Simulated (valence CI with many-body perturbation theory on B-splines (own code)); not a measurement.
Bi⁷⁷⁺: electric-dipole lines

Level of theory: relativistic CI+MBPT: four valence electrons over a frozen Dirac-Fock core [He], a basis of 11 s, 11 p, 10 d, 8 f, 5 g, 2 h functions for each j, with the one-electron correlation potential Σ1, the two-electron term Σ2, the three-electron term Σ3, Breit, model QED; selected CI, second order for the rest, scaled by the run's own slope (own B-spline code, finite nucleus).

The last digits are not significant, and no measured levels were compared; by estimate large intervals hold to a few tenths of a per cent, small ones and those within an open d or f shell to about a per cent. Among the levels kept, up to 1100 cm⁻¹ of a level comes from second order outside the variational space, and about a tenth of that is noise between levels of different J, which matters for small intervals.

Lines 51 to 100 of 554 in falling wavelength, among levels below 19711 eV, chosen from the strongest by gf and those to the six lowest levels. Wavelengths and rates use the calculated energies. Electric multipoles are in the length gauge, E1 and E2 with the static RPA response of the core. Weak lines are less certain than strong ones. Lines between different terms over intervals too small for the method are left out, as are lines whose strength nearly cancels. The highest levels of a list are the least certain.

Levels are named by their leading jj configuration (3d3/2^4 stands for four electrons in 3d with j = 3/2), which in mixed levels can hold well under half, so a name can repeat and another be missing. Letters in brackets count levels of one name in rising energy.

| λ vac (Å) | Upper | Lower | A (s⁻¹) | S (a.u.) |
| --- | --- | --- | --- | --- |
| 35.51 | (2s^2 2p1/2 4p3/2) J=2 | (2s^2 2p1/2 4s) J=1 | 1.17e+12 | 1.29e-01 |
| 35.46 | (2s 2p1/2^2 2p3/2) J=2 | (2s^2 2p1/2 2p3/2) J=2 | 2.01e+10 | 2.21e-03 |
| 35.39 | (2s^2 2p1/2 4d3/2) J=1 | (2s^2 2p1/2 4p1/2) J=1 | 3.36e+11 | 2.20e-02 |
| 35.31 | (2p1/2^2 2p3/2 3p3/2) J=3 | (2s 2p1/2 2p3/2 3p3/2) J=2 [c] | 6.83e+10 | 1.04e-02 |
| 35.00 | (2s^2 2p1/2 4p3/2) J=1 | (2s^2 2p1/2 4s) J=1 | 3.98e+11 | 2.53e-02 |
| 34.82 | (2s^2 2p1/2 4p3/2) J=1 | (2s^2 2p1/2 4s) J=0 | 6.95e+11 | 4.35e-02 |
| 34.74 | (2s 2p1/2^2 4p3/2) J=2 | (2s 2p1/2^2 4s) J=1 | 7.76e+11 | 8.02e-02 |
| 34.47 | (2s 2p1/2^2 4p3/2) J=1 | (2s 2p1/2^2 4s) J=1 | 3.62e+11 | 2.19e-02 |
| 33.73 | (2s 2p1/2^2 2p3/2) J=2 | (2s^2 2p1/2 2p3/2) J=1 | 2.53e+10 | 2.39e-03 |
| 28.50 | (2s 2p1/2 2p3/2^2) J=1 [a] | (2s^2 2p3/2^2) J=2 | 4.15e+10 | 1.42e-03 |
| 28.02 | (2s 2p1/2 2p3/2^2) J=2 [b] | (2s^2 2p3/2^2) J=2 | 3.28e+10 | 1.78e-03 |
| 27.99 | (2p1/2^2 2p3/2 3d3/2) J=3 | (2s 2p1/2 2p3/2 3d3/2) J=4 | 9.76e+10 | 7.39e-03 |
| 27.78 | (2p1/2^2 2p3/2 3d5/2) J=4 | (2s 2p1/2 2p3/2 3d5/2) J=5 | 9.91e+10 | 9.44e-03 |
| 27.39 | (2s 2p1/2^2 2p3/2) J=1 | (2s^2 2p1/2 2p3/2) J=2 | 7.49e+10 | 2.28e-03 |
| 26.35 | (2s 2p1/2^2 2p3/2) J=1 | (2s^2 2p1/2 2p3/2) J=1 | 1.65e+10 | 4.47e-04 |
| 16.36 | (2s 2p1/2 2p3/2 3p3/2) J=3 [b] | (2s 2p1/2 2p3/2 3s) J=2 [c] | 3.55e+11 | 5.37e-03 |
| 15.93 | (2s 2p1/2 2p3/2 3d3/2) J=3 [b] | (2s 2p1/2 2p3/2 3p1/2) J=2 [b] | 1.28e+12 | 1.79e-02 |
| 15.87 | (2s 2p1/2 2p3/2 3d3/2) J=1 [d] | (2s 2p1/2 2p3/2 3p1/2) J=1 [c] | 1.42e+12 | 8.39e-03 |
| 15.87 | (2s 2p1/2 2p3/2 3d3/2) J=2 [d] | (2s 2p1/2 2p3/2 3p1/2) J=1 [c] | 1.73e+12 | 1.71e-02 |
| 15.79 | (2s^2 2p1/2 3d3/2) J=1 | (2s^2 2p1/2 3p1/2) J=0 | 1.71e+12 | 9.99e-03 |
| 15.76 | (2s 2p1/2 2p3/2 3d3/2) J=2 [b] | (2s 2p1/2 2p3/2 3p1/2) J=2 [b] | 1.83e+12 | 1.77e-02 |
| 15.54 | (2s 2p1/2 2p3/2 3d3/2) J=1 [b] | (2s 2p1/2 2p3/2 3p1/2) J=2 [b] | 2.45e+12 | 1.36e-02 |
| 15.42 | (2s^2 2p3/2 3d3/2) J=2 | (2s^2 2p3/2 3p1/2) J=2 | 1.35e+12 | 1.22e-02 |
| 15.40 | (2s^2 2p3/2 3d3/2) J=2 | (2s^2 2p3/2 3p1/2) J=1 | 1.39e+12 | 1.26e-02 |
| 15.39 | (2s 2p1/2 2p3/2 3d3/2) J=2 [a] | (2s 2p1/2 2p3/2 3p1/2) J=2 [a] | 1.37e+12 | 1.23e-02 |
| 15.39 | (2p1/2^2 2p3/2 3d3/2) J=2 | (2p1/2^2 2p3/2 3p1/2) J=2 | 1.37e+12 | 1.23e-02 |
| 15.38 | (2p1/2^2 2p3/2 3d3/2) J=2 | (2p1/2^2 2p3/2 3p1/2) J=1 | 1.41e+12 | 1.27e-02 |
| 15.35 | (2s 2p1/2^2 3d3/2) J=1 | (2s 2p1/2^2 3p1/2) J=0 | 1.91e+12 | 1.02e-02 |
| 15.32 | (2s 2p1/2^2 3d3/2) J=1 | (2s 2p1/2^2 3p1/2) J=1 | 9.97e+11 | 5.31e-03 |
| 15.30 | (2s 2p1/2 2p3/2 3d3/2) J=2 [c] | (2s 2p1/2 2p3/2 3p1/2) J=2 [c] | 6.60e+11 | 5.83e-03 |
| 15.28 | (2s 2p1/2 2p3/2 3p3/2) J=1 [a] | (2s 2p1/2 2p3/2 3s) J=1 [a] | 3.30e+12 | 1.74e-02 |
| 15.28 | (2s 2p1/2^2 3p3/2) J=1 | (2s 2p1/2^2 3s) J=0 | 2.81e+12 | 1.49e-02 |
| 15.25 | (2s 2p1/2 2p3/2 3d3/2) J=2 [c] | (2s 2p1/2 2p3/2 3p1/2) J=1 [b] | 2.04e+12 | 1.79e-02 |
| 15.25 | (2s^2 2p3/2 3d5/2) J=4 | (2s 2p1/2 2p3/2 3s) J=3 | 1.21e+12 | 1.92e-02 |
| 15.25 | (2s^2 2p3/2 3d3/2) J=3 | (2s^2 2p3/2 3p1/2) J=2 | 2.85e+12 | 3.49e-02 |
| 15.23 | (2p1/2^2 2p3/2 3d3/2) J=3 | (2p1/2^2 2p3/2 3p1/2) J=2 | 2.87e+12 | 3.51e-02 |
| 15.21 | (2s 2p1/2 2p3/2 3d3/2) J=3 [c] | (2s 2p1/2 2p3/2 3p1/2) J=2 [c] | 2.87e+12 | 3.49e-02 |
| 15.21 | (2s 2p1/2^2 3d3/2) J=2 | (2s 2p1/2^2 3p1/2) J=1 | 2.84e+12 | 2.47e-02 |
| 15.21 | (2p1/2^2 2p3/2 3p3/2) J=1 | (2p1/2^2 2p3/2 3s) J=1 | 3.26e+12 | 1.70e-02 |
| 15.19 | (2s 2p1/2 2p3/2 3d3/2) J=3 [a] | (2s 2p1/2 2p3/2 3p1/2) J=2 [a] | 2.60e+12 | 3.14e-02 |
| 15.18 | (2s 2p1/2 2p3/2 3d3/2) J=2 [a] | (2s 2p1/2 2p3/2 3p1/2) J=1 [a] | 1.44e+12 | 1.24e-02 |
| 15.18 | (2s^2 2p1/2 3d3/2) J=2 | (2s^2 2p1/2 3p1/2) J=1 | 2.88e+12 | 2.48e-02 |
| 15.16 | (2s^2 2p3/2 3d5/2) J=3 | (2s 2p1/2 2p3/2 3s) J=2 [b] | 3.53e+11 | 4.26e-03 |
| 15.14 | (2s 2p1/2 2p3/2 3d3/2) J=4 | (2s 2p1/2 2p3/2 3p1/2) J=3 | 2.86e+12 | 4.41e-02 |
| 15.13 | (2s^2 2p3/2 3d3/2) J=1 | (2s^2 2p3/2 3p1/2) J=1 | 2.39e+12 | 1.22e-02 |
| 15.12 | (2s 2p1/2 2p3/2 3p3/2) J=2 [b] | (2s 2p1/2 2p3/2 3s) J=2 [b] | 2.79e+12 | 2.38e-02 |
| 15.12 | (2p1/2^2 2p3/2 3d3/2) J=1 | (2p1/2^2 2p3/2 3p1/2) J=1 | 2.42e+12 | 1.24e-02 |
| 15.11 | (2s 2p1/2 2p3/2 3p3/2) J=2 [c] | (2s 2p1/2 2p3/2 3s) J=2 [c] | 4.88e+11 | 4.16e-03 |
| 15.11 | (2s^2 2p3/2 3p3/2) J=1 | (2s^2 2p3/2 3s) J=1 | 3.58e+12 | 1.83e-02 |
| 15.10 | (2s 2p1/2 2p3/2 3d3/2) J=1 [a] | (2s 2p1/2 2p3/2 3p1/2) J=1 [a] | 2.47e+12 | 1.26e-02 |
